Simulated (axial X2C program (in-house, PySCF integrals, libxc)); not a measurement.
CsAl along the bond: TPSSh, with spin–orbit coupling

Calculated with an axial X2C code built on PySCF integrals. Two-component (2c) means X2C with spin–orbit coupling and atomic mean-field two-electron Coulomb and Gaunt terms. Basis: Cs dyall-cv3z [15s15p9d4f1g], Al dyall-v3z [8s8p2d1f] (cores contracted in-house); Gaussian nuclei, density fitting, unrestricted open shells. Masses: Cs 132.905 u, Al 26.982 u.

State: Ω = 2 (⟨Sz⟩ = 1.00, ⟨Lz⟩ = 1.00 at TPSSh). Dipoles are positive if Al is the positive end.

Results along the bond:

| R (Å) | μ (D) | HOMO (eV) | LUMO (eV) |
| --- | --- | --- | --- |
| 3.162 | -7.294 | -2.65 | -2.08 |
| 3.308 | -7.782 | -2.54 | -1.98 |
| 3.417 | -8.104 | -2.48 | -1.91 |
| 3.526 | -8.394 | -2.42 | -1.86 |
| 3.635 | -8.655 | -2.37 | -1.81 |
| 3.762 | -8.923 | -2.32 | -1.77 |
| 3.889 | -9.153 | -2.29 | -1.73 |
| 4.053 | -9.392 | -2.25 | -1.69 |
| 4.253 | -9.594 | -2.22 | -1.66 |
| 4.544 | -9.704 | -2.21 | -1.72 |

The state is a single determinant with fixed occupations, the lowest that a limited PBE0 search found. Density functionals use the spin component along the axis (collinear). Other states lie close and PBE0, whose exact exchange favours high spin, may order them wrongly; the determinant shown need not be the ground state. The nearest other 2c determinant of the search, Ω = 1, lies 0.16 eV up at the distance of the search. Without a current term, density functionals place determinants with orbital angular momentum somewhat too high. With several unpaired electrons one determinant need not be a pure state. Open-shell Ω = 0 determinants with evenly filled partner blocks cannot be reached by this program, so the Ω shown need not be the lowest component.
